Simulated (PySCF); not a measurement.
Orbital picture of Tl₂⁺

UHF at R = 3.688 Å; basis Tl cc-pVDZ-PP with ECP60; scalar-relativistic core potentials; PySCF 2.14. State: ²Σg⁺ (doublet), unpaired electrons σ ↑. Only the outer orbitals are listed.

```tsv
spin	orbital	occ.	ε (eV)	main shells (%)
α	σg	1	-18.21	97 s
α	σu	1	-16.81	98 s
α	σg	1	-10.05	95 p
α	πu	0	-4.11	99 p
α	πu	0	-4.11	99 p
α	πg	0	-2.97	100 p
β	σg	1	-17.17	98 s
β	σu	1	-16.00	100 s
β	πu	0	-3.86	100 p
β	πu	0	-3.86	100 p
β	σg	0	-3.60	98 p
```

**Question.** Which are the highest filled and the lowest empty level, where do they sit, and how wide is the gap?

**Answer.** Highest filled α σg at -10.05 eV (in %: 95 p); lowest empty α πu at -4.11 eV (in %: 99 p); the gap at UHF is 5.94 eV.

```json
{"bond order (Mayer)": "0.50", "⟨S²⟩": "0.772", "polarisability along the bond": "252.2 bohr³", "polarisability across the bond": "51.7 bohr³"}
```

Spin–orbit coupling is left out, which matters for elements this heavy, above all for dissociation energies. The state is the lowest determinant that a PBE0 search found; another state may lie lower at other levels.
